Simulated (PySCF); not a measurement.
H5InO2Si, SMILES [OH][In]([OH])[SiH3].

Geometry: PBE0-D3(BJ)/def2-SVP. The structure was generated by enumeration; whether it is a known compound was not checked. The def2 effective core potentials stand for the cores of In; spin–orbit coupling is left out. One conformer was computed; it need not be the lowest.

Two levels are set side by side: TDDFT-PBE/def2-SVPD (PySCF) and TDDFT-PBE0/def2-SVPD (PySCF). Vertical, same geometry. The lowest singlet is HOMO→LUMO 98 % with PBE and HOMO→LUMO+1 94 % with the other functional; states are paired by order. Differences are taken from unrounded values.

| quantity | TDDFT-PBE0 | TDDFT-PBE | TDDFT-PBE minus TDDFT-PBE0 |
|---|---|---|---|
| lowest singlet excitation (eV) | 5.45 | 4.58 | -0.88 |
| lowest triplet excitation (TDA) (eV) | 5.04 | 4.31 | -0.73 |
| first bright state (f over 0.05) (eV) | 6.00 | 5.54 | -0.47 |
| its oscillator strength | 0.08 | 0.14 | 0.05 |

Functionals without exact exchange tend to place singlet excitations lower, as here. Differences between two approximate levels are no errors against the true value.

Rough cost on one machine, each run with all the roots and properties that it gave: TDDFT-PBE0 against TDDFT-PBE about 3 times.
